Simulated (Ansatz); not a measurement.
Consider the cleavage of the Si–Si bond: `OB(F)[SiH2][SiH3]` + `FC1NCO1` → `FC1OCN1[SiH3]` + `OB(F)[SiH3]`.

Program: Ansatz. Geometries: PBE0-D4/def2-TZVP. ΔE: electronic, gas phase. CCSD(T)/CBS adds triple-zeta CCSD(T) − MP2 to the extrapolated MP2 energy (def2 sets, frozen cores). DFT in def2-TZVPP. B3LYP here is the variant with VWN-RPA as its local correlation; programs differ in this. One conformer a species, not always the lowest.

`OB(F)[SiH2][SiH3]`:

Cartesian coordinates in Å:
```
O -1.654 0.833 -1.751
B -1.525 0.108 -0.623
F -2.286 -0.981 -0.465
Si -0.158 0.611 0.788
Si 1.791 -0.644 0.448
H -2.312 0.479 -2.361
H -0.687 0.307 2.147
H 0.176 2.059 0.713
H 2.357 -0.353 -0.897
H 1.481 -2.097 0.525
H 2.818 -0.321 1.475
```

`FC1NCO1`:

Cartesian coordinates in Å:
```
F -1.306 1.371 0.978
C -0.208 0.887 0.344
N 0.160 -0.437 0.754
C 0.008 -0.816 -0.650
O -0.503 0.483 -0.963
H 0.551 1.677 0.407
H 1.084 -0.532 1.150
H 0.942 -1.026 -1.183
H -0.725 -1.606 -0.837
```

`FC1OCN1[SiH3]`:

Z-matrix (Å, degrees):
```
C
O 1 1.394
F 1 1.375 2 111.6
N 1 1.424 2 92.9 3 -117.3
H 1 1.095 2 114.5 3 119.6
C 2 1.432 1 89.4 3 113.4
Si 4 1.728 1 130.9 2 153.2
H 6 1.094 2 111.6 1 120.4
H 6 1.097 2 112.3 1 -114.7
H 7 1.482 4 106.7 1 46.6
H 7 1.488 4 113.9 1 -74.5
H 7 1.485 4 107.2 1 165.8
```

`OB(F)[SiH3]`:

Z-matrix (Å, degrees):
```
Si
B 1 2.039
H 1 1.487 2 110.6
H 1 1.487 2 110.6 3 -120.2
H 1 1.491 2 110.3 3 119.9
F 2 1.329 1 119.2 3 60.1
O 2 1.349 1 125.2 3 -120.0
H 7 0.959 2 113.8 1 0.0
```

```json
{"level": "PBE-D4", "ΔE (kJ/mol)": "-21.4", "difference from CCSD(T)/CBS": "18.0"}
{"level": "PBE0-D4", "ΔE (kJ/mol)": "-25.2", "difference from CCSD(T)/CBS": "14.2"}
{"level": "B3LYP-D4", "ΔE (kJ/mol)": "-40.5", "difference from CCSD(T)/CBS": "-1.1"}
{"level": "ωB97X-V", "ΔE (kJ/mol)": "-37.6", "difference from CCSD(T)/CBS": "1.8"}
{"level": "ωB97M-V", "ΔE (kJ/mol)": "-41.9", "difference from CCSD(T)/CBS": "-2.5"}
{"level": "B2PLYP", "ΔE (kJ/mol)": "-41.9", "difference from CCSD(T)/CBS": "-2.5"}
{"level": "PBE", "ΔE (kJ/mol)": "-19.4", "difference from CCSD(T)/CBS": "20.0"}
{"level": "PBE0", "ΔE (kJ/mol)": "-23.7", "difference from CCSD(T)/CBS": "15.7"}
{"level": "B3LYP", "ΔE (kJ/mol)": "-37.5", "difference from CCSD(T)/CBS": "1.9"}
{"level": "HF/def2-TZVPP", "ΔE (kJ/mol)": "-52.1", "difference from CCSD(T)/CBS": "-12.7"}
{"level": "MP2/def2-TZVPP", "ΔE (kJ/mol)": "-47.0", "difference from CCSD(T)/CBS": "-7.6"}
{"level": "CCSD/def2-TZVPP", "ΔE (kJ/mol)": "-40.4", "difference from CCSD(T)/CBS": "-1.0"}
{"level": "CCSD(T)/def2-TZVPP", "ΔE (kJ/mol)": "-39.0", "difference from CCSD(T)/CBS": "0.4"}
{"level": "MP2/def2-QZVPP", "ΔE (kJ/mol)": "-47.8", "difference from CCSD(T)/CBS": "-8.4"}
{"level": "SCS-MP2/def2-QZVPP", "ΔE (kJ/mol)": "-50.1", "difference from CCSD(T)/CBS": "-10.7"}
{"level": "CCSD/CBS(def2)", "ΔE (kJ/mol)": "-40.8", "difference from CCSD(T)/CBS": "-1.4"}
{"level": "CCSD(T)/CBS", "ΔE (kJ/mol)": "-39.4", "difference from CCSD(T)/CBS": "0"}
```

Largest T1 diagnostic among the species: 0.014.

In def2-TZVPP, CCSD(T) changes the Hartree–Fock value by +13.1 kJ/mol (the triples alone add +1.4 kJ/mol) and MP2 by +5.1 kJ/mol. The D4 term adds −3.0 kJ/mol with B3LYP and −1.5 kJ/mol with PBE0; it sums over pairs of atoms, weighted by their polarisabilities, and B3LYP, whose exchange is more repulsive, gets the larger term. From PBE to PBE0 (25 % exact exchange), in def2-TZVPP and without D4, ΔE moves by −4.2 kJ/mol.
